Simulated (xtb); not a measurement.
H₈Si₃, charge +1, doublet, at a GFN2-xTB geometry (a state made from the parent by changing its charge; the spin is typed, not shown lowest). Base run: GFN2-xTB (xtb).

The xtb input:
```
$ xtb mol.xyz --gfn 2 --chrg 1 --uhf 1 --json

# file mol.xyz
11

Si     1.73006259     0.88617971    -0.01821925
Si     0.21430832    -1.03910606    -0.11847187
Si    -1.93611862     0.11291389     0.13212917
H      3.05494759     0.29289400    -0.13804698
H      1.35438441     1.72882927    -1.14918317
H      1.47531091     1.50967649     1.27664176
H      0.46584425    -2.03082472     0.92986925
H      0.32388443    -1.79829328    -1.36643948
H     -2.00324331     1.05008294    -0.98479523
H     -1.86962290     0.76938187     1.43401237
H     -2.91703742    -0.96157215     0.06180881
```

Each row names what was changed in the base input (with any setting that the change needs).

```json
[
 {"change": "base", "ΔE vs base (kJ/mol)": "0.00", "G_solv (kcal/mol)": "-", "SCF cycles": "11"},
 {"change": "alpb = acetonitrile", "ΔE vs base (kJ/mol)": "-163.2", "G_solv (kcal/mol)": "-39.15", "SCF cycles": "13"},
 {"change": "acc = 30", "ΔE vs base (kJ/mol)": "0.00", "G_solv (kcal/mol)": "-", "SCF cycles": "8"},
 {"change": "alpb = toluene", "ΔE vs base (kJ/mol)": "-147.9", "G_solv (kcal/mol)": "-35.41", "SCF cycles": "12"},
 {"change": "alpb = dmf", "ΔE vs base (kJ/mol)": "-159.0", "G_solv (kcal/mol)": "-38.14", "SCF cycles": "13"},
 {"change": "acc = 0.1", "ΔE vs base (kJ/mol)": "0.00", "G_solv (kcal/mol)": "-", "SCF cycles": "14"}
]
```

ALPB and GBSA are two models with their own fitted parameters for each solvent, which aren't always the measured dielectric constant.
